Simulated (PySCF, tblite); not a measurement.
Species: C5H5O3P.
SMILES with atom numbers: `[CH3:1][O:2][C:3](=[O:4])[c:5]1[o:6][cH:7][cH:8][p:9]1` (hydrogens: H10, H11, H12 on C1; H13 on C7; H14 on C8)

Computed with GFN2-xTB (tblite), gas phase: nudged elastic band of 9 images (0 to 8), spring 0.2 eV/Å², climbing image at the end, force threshold 0.05 eV/Å. The top image wasn't refined or checked by frequencies; at this threshold it can lie a kcal/mol or more above the true saddle point of the method.

Path: rotation about C5–C3 (substituted aromatic carbon, ester carbonyl carbon), followed by the dihedral P9–C5–C3–O2.

Image 0 (start, dihedral -1°):
```
atom  x, y, z in Å
C1      2.903    0.128   -0.557
O2      1.487    0.168   -0.636
C3      0.820   -0.173    0.486
O4      1.348   -0.513    1.513
C5     -0.610   -0.059    0.222
O6     -1.497   -0.371    1.184
C7     -2.738   -0.206    0.752
C8     -2.868    0.232   -0.529
P9     -1.287    0.461   -1.279
H10     3.230   -0.813   -0.110
H11     3.268    0.217   -1.577
H12     3.271    0.956    0.053
H13    -3.513   -0.436    1.463
H14    -3.812    0.408   -1.007
```

Image 8 (end, +0.015 eV, dihedral 180°):
```
atom  x, y, z in Å
C1      2.903    0.415    0.010
O2      1.492    0.531    0.106
C3      0.791   -0.562   -0.219
O4      1.281   -1.606   -0.585
C5     -0.649   -0.383   -0.099
O6     -1.169    0.790    0.315
C7     -2.492    0.730    0.349
C8     -3.042   -0.456   -0.024
P9     -1.794   -1.623   -0.466
H10     3.181   -0.046   -0.940
H11     3.299    1.425    0.080
H12     3.287   -0.202    0.825
H13    -2.991    1.629    0.671
H14    -4.098   -0.644   -0.045
```

Task: What do the inner images look like?

Result: 
Image 1: +0.031 eV, dihedral 19°
```
atom  x, y, z in Å
C1      2.903    0.199   -0.526
O2      1.486    0.238   -0.604
C3      0.819   -0.284    0.444
O4      1.345   -0.785    1.404
C5     -0.614   -0.142    0.192
O6     -1.485   -0.225    1.213
C7     -2.728   -0.057    0.787
C8     -2.877    0.136   -0.551
P9     -1.310    0.130   -1.364
H10     3.245   -0.814   -0.310
H11     3.269    0.534   -1.493
H12     3.257    0.866    0.264
H13    -3.485   -0.075    1.552
H14    -3.827    0.277   -1.030
```

Image 2: +0.122 eV, dihedral 40°
```
atom  x, y, z in Å
C1      2.910    0.266   -0.473
O2      1.492    0.298   -0.565
C3      0.819   -0.389    0.372
O4      1.334   -1.039    1.243
C5     -0.623   -0.220    0.135
O6     -1.440   -0.067    1.191
C7     -2.697    0.096    0.798
C8     -2.910    0.039   -0.542
P9     -1.390   -0.202   -1.408
H10     3.268   -0.764   -0.476
H11     3.280    0.810   -1.337
H12     3.240    0.750    0.449
H13    -3.406    0.279    1.587
H14    -3.878    0.142   -0.997
```

Image 3: +0.240 eV, dihedral 63°
```
atom  x, y, z in Å
C1      2.914    0.333   -0.400
O2      1.494    0.381   -0.480
C3      0.822   -0.483    0.287
O4      1.329   -1.294    1.013
C5     -0.637   -0.295    0.074
O6     -1.376    0.102    1.122
C7     -2.652    0.246    0.780
C8     -2.952   -0.054   -0.508
P9     -1.501   -0.536   -1.394
H10     3.268   -0.681   -0.591
H11     3.280    1.022   -1.156
H12     3.249    0.643    0.592
H13    -3.299    0.605    1.561
H14    -3.941    0.011   -0.923
```

Image 4 (top): +0.301 eV, dihedral 88°
```
atom  x, y, z in Å
C1      2.906    0.393   -0.314
O2      1.485    0.464   -0.339
C3      0.824   -0.563    0.197
O4      1.339   -1.525    0.695
C5     -0.648   -0.365    0.036
O6     -1.304    0.274    1.017
C7     -2.599    0.390    0.731
C8     -2.985   -0.139   -0.456
P9     -1.609   -0.855   -1.302
H10     3.239   -0.586   -0.664
H11     3.260    1.181   -0.974
H12     3.275    0.550    0.701
H13    -3.191    0.891    1.476
H14    -3.993   -0.111   -0.826
```

Image 5: +0.245 eV, dihedral 113°
```
atom  x, y, z in Å
C1      2.892    0.432   -0.224
O2      1.473    0.517   -0.180
C3      0.819   -0.613    0.098
O4      1.345   -1.672    0.316
C5     -0.651   -0.415    0.023
O6     -1.236    0.434    0.882
C7     -2.545    0.514    0.657
C8     -3.007   -0.222   -0.384
P9     -1.697   -1.137   -1.138
H10     3.200   -0.486   -0.727
H11     3.236    1.306   -0.772
H12     3.297    0.433    0.790
H13    -3.093    1.141    1.337
H14    -4.034   -0.235   -0.699
```

Image 6: +0.130 eV, dihedral 137°
```
atom  x, y, z in Å
C1      2.884    0.450   -0.135
O2      1.468    0.530   -0.053
C3      0.808   -0.634   -0.013
O4      1.331   -1.720   -0.046
C5     -0.648   -0.441    0.001
O6     -1.180    0.569    0.714
C7     -2.498    0.613    0.563
C8     -3.027   -0.307   -0.284
P9     -1.768   -1.367   -0.927
H10     3.181   -0.361   -0.802
H11     3.224    1.408   -0.520
H12     3.302    0.266    0.856
H13    -3.005    1.362    1.145
H14    -4.072   -0.366   -0.521
```

Image 7: +0.046 eV, dihedral 159°
```
atom  x, y, z in Å
C1      2.882    0.449   -0.054
O2      1.468    0.522    0.028
C3      0.799   -0.628   -0.127
O4      1.313   -1.700   -0.344
C5     -0.647   -0.441   -0.048
O6     -1.145    0.678    0.513
C7     -2.469    0.685    0.456
C8     -3.042   -0.385   -0.157
P9     -1.815   -1.534   -0.698
H10     3.184   -0.199   -0.880
H11     3.230    1.466   -0.216
H12     3.289    0.049    0.877
H13    -2.946    1.533    0.914
H14    -4.101   -0.495   -0.288
```

The largest changes of bonds and angles from start to top: C3–C5 1.458 → 1.494 Å, O2–C3 1.349 → 1.333 Å, C5–P9 1.727 → 1.718 Å, O6–C7 1.325 → 1.331 Å, O4–C3–C5 127.3 → 125.0°, C3–C5–P9 124.4 → 126.7°, C3–C5–O6 119.9 → 117.7°. GFN2-xTB torsional profiles can miss by a kcal/mol or more and can put conformers in the wrong order.

Task: What do single points at PBE0/pcSseg-1 (PySCF, no dispersion term) give on some images?

Result: 
```tsv
image	GFN2-xTB E (eV)	DFT E (eV)	HOMO (eV)	LUMO (eV)	dipole (D)
0	0.000	0.000	-7.31	-2.07	1.90
2	0.122	0.119	-7.20	-1.79	1.91
4	0.301	0.316	-7.04	-1.15	2.22
6	0.130	0.111	-7.18	-1.79	2.74
8	0.015	-0.017	-7.27	-2.06	2.80
```

Energies count from image 0 at each level. At the GFN2-xTB top the DFT energy is 7.3 kcal/mol against 7.0; the geometries weren't optimised at the DFT level.

What follows is the cost of the whole band run. The run took about 10 s of CPU time (one thread, shared machine).
